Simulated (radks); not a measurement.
Values are calculated unless marked as measured or tabulated.
All-electron atom: Gd4+ in [Xe] 4f6.

Level of theory: scalar-relativistic Kohn-Sham, PBE, spin-polarised, spherical densities, finite nucleus; open shells are filled with parallel spins first (spin-orbit coupling, left out, can overturn this in heavy ions); Fermi nuclear charge, rms radius 5.1569 fm (a radial shooting solver on a logarithmic mesh with Libxc functionals).

Energy parts (Ry):
part                       energy
total                 -22535.0393
kinetic                24195.2252
electron-nucleus      -54767.5952
Hartree                 8531.9845
exchange-correlation    -494.6539

Orbitals (lengths in bohr, moments of r in powers of bohr; r(max) is where P^2 peaks):
orbital,occ.,eigenvalue (Ry),r(max),<1/r>,<r^4>
1s up,1,-3685.266,0.01392,71.64,1.141e-06
1s down,1,-3685.266,0.01392,71.64,1.141e-06
2s up,1,-611.3458,0.07901,16.62,0.0001816
2s down,1,-611.3424,0.07901,16.62,0.0001815
2p up,3,-544.4464,0.06395,15.52,0.0001357
2p down,3,-544.4440,0.06395,15.52,0.0001356
3s up,1,-138.3086,0.2243,6.096,0.007038
3s down,1,-138.1285,0.2242,6.102,0.007013
3p up,3,-117.5785,0.2201,5.731,0.007382
3p down,3,-117.3993,0.2200,5.737,0.007350
3d up,5,-90.17877,0.1801,5.437,0.005900
3d down,5,-90.04148,0.1800,5.443,0.005862
4s up,1,-30.73860,0.5153,2.575,0.1714
4s down,1,-30.32374,0.5152,2.574,0.1716
4p up,3,-23.88889,0.5376,2.369,0.2235
4p down,3,-23.47802,0.5374,2.368,0.2242
4d up,5,-14.40563,0.5578,2.094,0.3455
4d down,5,-14.00052,0.5576,2.090,0.3504
4f up,6,-4.08177,0.5587,1.601,1.416
4f down,0,-3.71205,0.5610,1.572,1.700
5s up,1,-6.77872,1.174,1.035,4.945
5s down,1,-6.58152,1.187,1.016,5.234
5p up,3,-4.99741,1.312,0.8964,8.529
5p down,3,-4.85141,1.330,0.8777,9.120

The highest occupied level is 4f up at -55.535 eV. Spin moment in Bohr magnetons: 6.
